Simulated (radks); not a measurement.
Radial electron density D(r) = 4 pi r^2 rho(r) of an atom or ion with 59 electrons. All-electron calculation, Dirac Kohn-Sham, BLYP, spin-unpolarised, spherical densities, point nucleus. Program: a radial shooting solver on a logarithmic mesh with Libxc functionals.

r (bohr),D(r) (e/bohr)
0.0009302,3.259
0.001231,5.172
0.001628,8.109
0.002155,12.51
0.002828,18.69
0.003742,27.49
0.004951,38.99
0.006551,52.72
0.008599,66.61
0.01138,78.45
0.01505,84.07
0.01992,81.78
0.02635,75.58
0.03459,75.30
0.04577,88.08
0.06056,105.3
0.08013,105.7
0.1052,88.34
0.1392,82.17
0.1841,94.54
0.2436,82.57
0.3198,47.85
0.4231,39.06
0.5598,44.85
0.7407,30.79
0.9722,15.87
1.286,10.45
1.702,6.273
2.252,2.138
2.956,0.3782
3.911,0.02705
5.175,0.0006396

What is the nuclear charge?

Answer. Z = 62. The innermost maximum, from 1s, lies near gamma/Z bohr with gamma = sqrt(1 - (Z/c)^2) = 0.892, here 0.0144 bohr (found: 0.0159), and its height grows with Z. The density is that of the samarium ion Sm3+ in [Xe] 4f5; the configuration itself is not fixed sharply by these data, and Z only to a few units. D(r) has 4 maxima, at r = 0.0159, 0.0699, 0.196, 0.538 bohr, and minima at 0.0307, 0.128, 0.391 bohr, inside which lie 2.02, 11.14, 29.24 electrons.
